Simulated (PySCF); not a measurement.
FH5N2Si, SMILES N[SiH](N)F.

Geometry: B3LYP-D3(BJ)/def2-SVP. Other conformers were not sampled.

All values below come from B3LYP-D3(BJ)/def2-SVP (PySCF).

Frequencies are harmonic and unscaled.

Q: Give all harmonic wavenumbers and intensities. (The exact figures need the calculation; the answer reports its results.)

A: 
```csv
mode,ν (cm⁻¹),IR (km/mol),Raman (Å⁴/amu),depolarisation,moving atoms (share of kinetic energy)
1,217,1.2,1.2,0.75,"H 58 %, N 25 %, F 11 %"
2,252,2.5,1.8,0.65,"H 47 %, N 26 %, F 19 %, Si 8 %"
3,278,33.7,1.8,0.74,"H 58 %, F 18 %, N 16 %"
4,335,105.9,1.1,0.44,"H 76 %, Si 10 %, N 9 %"
5,368,91.2,1.2,0.50,"H 40 %, N 24 %, Si 19 %, F 17 %"
6,386,111.7,1.4,0.75,"H 65 %, N 24 %"
7,419,112.2,2.5,0.54,"H 76 %, N 20 %"
8,724,17.4,5.0,0.71,"H 75 %, N 17 %"
9,787,15.5,4.2,0.61,"H 74 %, N 19 %"
10,802,56.5,11.2,0.09,"N 39 %, H 23 %, F 19 %, Si 19 %"
11,847,11.4,7.7,0.67,"H 55 %, N 19 %, F 17 %, Si 9 %"
12,901,15.5,7.5,0.72,"H 56 %, N 27 %, Si 13 %"
13,944,267.6,1.1,0.49,"Si 40 %, H 37 %, N 18 %"
14,985,297.0,2.0,0.63,"H 43 %, Si 38 %, N 13 %"
15,1530,98.5,3.9,0.75,"H 88 %, N 12 %"
16,1535,28.4,5.3,0.75,"H 89 %, N 11 %"
17,2245,178.5,117.3,0.20,H 97 %
18,3576,27.0,123.1,0.12,H 96 %
19,3586,30.9,117.9,0.11,H 96 %
20,3674,29.6,83.8,0.74,"H 91 %, N 9 %"
21,3683,32.6,64.3,0.75,"H 91 %, N 9 %"
```
